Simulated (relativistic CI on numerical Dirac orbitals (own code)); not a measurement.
Calculated at this level of theory: Dirac-Coulomb-Breit CI, separate exchange-only KLI orbitals for each configuration, QED by a radiative potential, unscaled Slater integrals (own radial code, finite nucleus).

The strongest absorption lines from the ground level of an ion, among the configurations computed and to levels below about 1960 eV (vacuum wavelength in nm, gf): 1.9641 (0.082), 2.0116 (0.86), 2.1347 (0.99), 3.0836 (0.078), 3.3077 (1.1), 3.3210 (0.81), 3.3506 (0.37), 3.3524 (0.32).

Q: Which ion is it?
A. Hf⁵²⁺
B. Gd⁴⁴⁺
C. Hf⁵⁴⁺
D. Er⁴⁸⁺

A: A. Hf⁵²⁺ has 20 electrons and the ground level 3s2 3p6 3d2 3F_2; the strongest line goes to 3s2 3p5 3d3 3G°_3. The pattern of lines fixes the number of electrons, and along that sequence the line energies rise steadily with the charge (about as its square where n changes within one kind of shell, about linearly where n is kept but much faster in heavy ions where fine structure, which grows about as Z⁴, sets the gap, and irregularly where shells cross), which fixes Z. Configurations outside the model, such as inner-shell arrays, can give stronger lines. At this charge energies of transitions that change n are usually good to better than 1 %, and those within a shell (Δn = 0) to a few per cent.

LS names give the leading component of a level, which can be under half, so a name can repeat, a term be missing and a line seem to break the LS rules.
